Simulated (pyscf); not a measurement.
PySCF, gas phase, ωB97X-D3(BJ)/def2-SVP geometries. Correlated levels are frozen-core, on RHF or UHF. ΔMP2 is the change of the MP2 total energy from the triple- to the quadruple-zeta basis.

SMILES: [F][Al]([F])[B](Cl)Cl
```xyz
6

F      0.7369     0.1305     1.5935
Al    -0.4738    -0.5710     0.6996
F     -0.8130    -2.1616     1.0330
B     -1.5228     0.5005    -0.7796
Cl    -2.8014    -0.2620    -1.6927
Cl    -1.1368     2.1680    -1.1229
```

Q: What is the homolytic dissociation enthalpy (298 K, CCSD(T)/def2-TZVPP + ΔMP2(QZVPP)) of the Al–B bond of F–Al(F)–B(Cl)–Cl, to [F–Al–F]• + [Cl–B–Cl]•?

A: Al–B to [F–Al–F]• + [Cl–B–Cl]•: 3.38 eV. The radicals are drawn with the spin at the cut bond; how far it spreads was not checked. The CCSD(T) − MP2 part came from Ansatz, without density fitting, on the same reference.
